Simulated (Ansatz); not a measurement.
Geometry optimisation, UHF/6-31G* in Ansatz 0.2.0.

Input file:

```yaml
crystal:
  periodic: [false, false, false]
  atoms:
    - { symbol: B, position_ang: [0.231636, 0.123012, -0.408751] }
    - { symbol: H, position_ang: [-0.00779, -0.116109, 1.963265] }
    - { symbol: Cl, position_ang: [1.495691, 0.278954, -1.632761] }
    - { symbol: "N", position_ang: [-1.113287, 0.054873, -0.67704] }
    - { symbol: H, position_ang: [-1.784229, -0.089029, 0.047564] }
    - { symbol: H, position_ang: [-1.493532, 0.069578, -1.600173] }
    - { symbol: O, position_ang: [-0.745814, -0.249868, 2.579173] }
    - { symbol: H, position_ang: [-0.431174, -0.872511, 3.220824] }
magnetization:
  spin_polarized: true
  initial_magnetization: 1
basis:
  gaussian: { orbitals: "6-31G*" }
hamiltonian:
  xc: hf
relax:
  f_tol: 0.03
  max_steps: 50
```

Run as:

```bash
$ ansatz run input.yaml --threads 1 --pin off --max-ram 2048MiB --backend cpu --events-out ev --progress --plain --runs-dir out
```

Problem. Where does it end, and by what steps?

Solution. It converged. The force dipped under the threshold on the way, but the program's further checks kept it going. After 26 steps the energy has fallen by 0.119 eV; H2 moved furthest, 1.27 Å.

| step | energy less start (eV) | largest force component (eV/Å) | accepted |
| --- | --- | --- | --- |
| 0 | 0.0000 | 0.826 | yes |
| 1 | -0.0130 | 1.431 | yes |
| 2 | 0.0577 | 2.303 | no |
| 3 | -0.0446 | 0.796 | yes |
| 4 | -0.0501 | 0.945 | yes |
| 5 | -0.0819 | 0.151 | yes |
| 6 | -0.0869 | 0.369 | yes |
| 7 | -0.0892 | 0.372 | yes |
| 8 | -0.0950 | 0.344 | yes |
| 9 | -0.0988 | 0.285 | yes |
| 10 | -0.0758 | 1.439 | no |
| 11 | -0.1061 | 0.068 | yes |
| 12 | -0.1070 | 0.414 | yes |
| 13 | -0.1102 | 0.279 | yes |
| 14 | -0.1111 | 0.135 | yes |
| 15 | -0.1119 | 0.166 | yes |
| 16 | -0.1145 | 0.091 | yes |
| 17 | -0.1153 | 0.140 | yes |
| 18 | -0.0900 | 1.104 | no |
| 19 | -0.1171 | 0.096 | yes |
| 20 | -0.1178 | 0.078 | yes |
| 21 | -0.1129 | 0.595 | no |
| 22 | -0.1181 | 0.017 | yes |
| 23 | -0.1184 | 0.100 | yes |
| 24 | -0.1186 | 0.096 | yes |
| 25 | -0.1189 | 0.051 | yes |
| 26 | -0.1190 | 0.005 | yes |

```xyz
8
Properties=species:S:1:pos:R:3
B 0.606 0.024 -0.935
H -0.594 0.340 2.990
Cl 1.109 0.215 -2.631
N -0.706 0.030 -0.532
H -0.966 -0.078 0.428
H -1.470 0.144 -1.165
O -1.075 -0.321 2.511
H -0.752 -1.155 2.825
```

Time of the run: 41 s on 1 thread of Arm Neoverse V2, with other jobs on the host, peak memory 0.14 GiB.
